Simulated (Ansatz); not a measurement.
Basis-set series for C3H5F3Si (`C=CC[Si](F)(F)F`). Total charge 0; spin multiplicity 1. The geometry is a stationary point of PBE0-D4/def2-TZVP. It is one conformer, not always the lowest.

```
functional       basis  functions  energy (Eh)  HOMO (eV)  LUMO (eV)
   PBE0-D4  def2-TZVPP        298   -706.19905      -7.74      -0.20
   PBE0-D4  def2-QZVPP        562   -706.23282      -7.76      -0.27
   ωB97M-V  def2-TZVPP        298   -706.60320      -9.97       1.90
   ωB97M-V  def2-QZVPP        562   -706.63474      -9.98       1.66
```

Problem. Give the rows for def2-SVP. (Estimate.)

Solution. The calculation gave: 
```tsv
functional	basis	functions	energy (Eh)	HOMO (eV)	LUMO (eV)
PBE0-D4	def2-SVP	127	-705.57202	-7.70	0.01
ωB97M-V	def2-SVP	127	-705.96273	-9.92	2.22
```

Positive LUMOs are unbound and depend on the basis.

All numbers were calculated with Ansatz.
